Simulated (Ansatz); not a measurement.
Clusters of 5 atoms, III-V: PBE-D4/def2-SVP single points in Ansatz on relaxed structures, gas phase. Each cluster is the lowest isomer that a short search found in that spin, judged at the geometry's level, and lower ones may exist. Core potentials for In, Sb, no spin–orbit coupling. HOMO and LUMO are taken over both spins. Binding counts from free atoms in the multiplicity of their measured ground term, without zero-point energy. Singlets are spin-restricted. A dash marks a value that wasn't run or was left out as unsound. The structures are stationary points that may keep the symmetry of their start.

| species | atoms | state | geometry | HOMO (eV) | LUMO (eV) | gap (eV) | binding per atom (eV) | point group (within 0.1 Å) |
| --- | --- | --- | --- | --- | --- | --- | --- | --- |
| B3P2 | 5 | doublet | PBE-D4/def2-SVP | -5.90 | -5.34 | 0.56 | 4.15 | C2v |
| Ga3P2 | 5 | doublet | PBE0-D4/def2-SVP | -5.00 | -4.44 | 0.56 | 2.43 | Cs |
| Al3P2⁺ | 5 | singlet | PBE-D4/def2-SVP | -9.46 | -8.55 | 0.92 | – | – |
| Ga3Sb2⁺ | 5 | singlet | r2SCAN-D4/def2-SVP | -9.39 | -8.20 | 1.19 | – | Cs |
| Ga2P3 | 5 | doublet | PBE-D4/def2-SVP | -4.87 | -4.37 | 0.50 | 2.73 | – |
| Ga2As3 | 5 | doublet | r2SCAN-D4/def2-SVP | -4.80 | -4.10 | 0.69 | 2.49 | Cs |
| In2As3 | 5 | doublet | r2SCAN-D4/def2-SVP | -4.48 | -4.01 | 0.47 | 2.39 | – |

The gap (eV) runs from 0.47 (In2As3) to 1.19 (Ga3Sb2⁺).
